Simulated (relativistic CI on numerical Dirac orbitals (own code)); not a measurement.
# Ti³⁺ (3d) in a crystal field

Calculated by Dirac-Coulomb-Breit CI, separate exchange-only KLI orbitals for each configuration, a model potential for QED, one configuration in a parametric crystal field, unscaled Slater integrals (own radial code).

Field parameters in Wybourne normalisation: D3d B²₀ = −7Dσ, B⁴₀ = −14Dq − 21Dτ, B⁴₃ = −14√(10/7) Dq; Oh B⁴₀ = 21Dq, B⁴₄ = √(5/14) B⁴₀; Td as Oh with Dq negative (B⁴₀ = 21Dq, B⁴₄ = √(5/14) B⁴₀). The field is a parameter set, without covalency.

S is read from ⟨S²⟩ = S(S + 1).

Powder χT (cm³ K mol⁻¹) by Van Vleck's formula, with temperature-independent terms:

```
                                       Field      2 K     5 K    10 K    20 K   50 K  100 K  200 K  300 K
  D3d, 10Dq = 8450, Dσ = -230, Dτ = 260 cm⁻¹    0.308   0.309   0.311   0.315  0.325  0.342  0.377  0.412
 D3d, 10Dq = 8650, Dσ = -1140, Dτ = -20 cm⁻¹   0.0264  0.0317  0.0406  0.0583  0.113   0.22   0.38  0.464
D3d, 10Dq = 14000, Dσ = 1150, Dτ = -100 cm⁻¹     0.33   0.331   0.332   0.335  0.342  0.353  0.376  0.399
                       Oh, 10Dq = 15250 cm⁻¹   0.0052  0.0126   0.025  0.0498  0.124   0.24  0.389  0.464
                       Oh, 10Dq = 20000 cm⁻¹  0.00511  0.0126   0.025  0.0498  0.124   0.24  0.388  0.463
                       Oh, 10Dq = 20800 cm⁻¹   0.0051  0.0126   0.025  0.0499  0.124   0.24  0.388  0.463
                       Oh, 10Dq = 25900 cm⁻¹  0.00506  0.0125   0.025  0.0499  0.125   0.24  0.388  0.462
                       Td, 10Dq = -7400 cm⁻¹    0.349   0.349    0.35   0.351  0.355  0.362  0.376   0.39
```

Question: For Oh, 10Dq = 20000 cm⁻¹: what effective moment follows at 300 K?

Answer: μ_eff = √(8χT) = 1.92 μB. The ground level has S = 0.50; the spin-only moment for S = 1/2 is 1.73 μB. The difference comes from the orbital moment, spin-orbit mixing of terms and temperature-independent paramagnetism, all larger in this ionic model than in covalent complexes.
